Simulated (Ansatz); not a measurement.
Start from `[F][Al]([F])[SeH]` and change one atom or group to get `B[S][Al]([F])[F]`.

Ansatz, PBE0-D4/def2-TZVP geometries, multiplicity 1. Each molecule was computed in one conformer, which needn't be the lowest.

Scalar relativity is left out up to krypton.

```json
{"property": "HOMO energy (PBE0/def2-TZVPP) / eV", "`[F][Al]([F])[SeH]`": "-7.91"}
{"property": "HOMO–LUMO gap (PBE/def2-TZVPP) / eV", "`[F][Al]([F])[SeH]`": "4.74"}
{"property": "HOMO energy (B3LYP/def2-TZVPP) / eV", "`[F][Al]([F])[SeH]`": "-7.65"}
{"property": "LUMO energy (B3LYP/def2-TZVPP) / eV", "`[F][Al]([F])[SeH]`": "-1.48"}
{"property": "size of the dipole moment (B3LYP/def2-TZVPP) / D", "`[F][Al]([F])[SeH]`": "1.39"}
{"property": "zero-point energy (PBE0-D4/def2-TZVP) / kJ/mol", "`[F][Al]([F])[SeH]`": "35.8"}
```

(1) What does the change do to each property? (Estimate.)

Results:

(1) The calculation gave: 
```json
{"property": "HOMO energy (PBE0/def2-TZVPP) / eV", "`B[S][Al]([F])[F]`": "-9.15", "shift": "-1.24"}
{"property": "HOMO–LUMO gap (PBE/def2-TZVPP) / eV", "`B[S][Al]([F])[F]`": "4.59", "shift": "-0.15"}
{"property": "HOMO energy (B3LYP/def2-TZVPP) / eV", "`B[S][Al]([F])[F]`": "-8.92", "shift": "-1.27"}
{"property": "LUMO energy (B3LYP/def2-TZVPP) / eV", "`B[S][Al]([F])[F]`": "-2.52", "shift": "-1.04"}
{"property": "size of the dipole moment (B3LYP/def2-TZVPP) / D", "`B[S][Al]([F])[F]`": "1.89", "shift": "0.50"}
{"property": "zero-point energy (PBE0-D4/def2-TZVP) / kJ/mol", "`B[S][Al]([F])[F]`": "76.1", "shift": "40.3"}
```

With PBE0 the HOMO falls by 1.24 eV and the LUMO falls by 1.19 eV, so the gap widens by about 0.05 eV. PBE moves the HOMO by -1.12 eV and ωB97M-V by -1.24 eV. The zero-point energy changes by 40.3 kJ/mol with +6 modes. Dipoles are sizes alone; their direction can turn.

B3LYP here is the variant with VWN-RPA as its local correlation; programs differ in this.

Spin–orbit coupling is left out; it splits and shifts lone-pair levels of the heavy atoms by tenths of an eV.
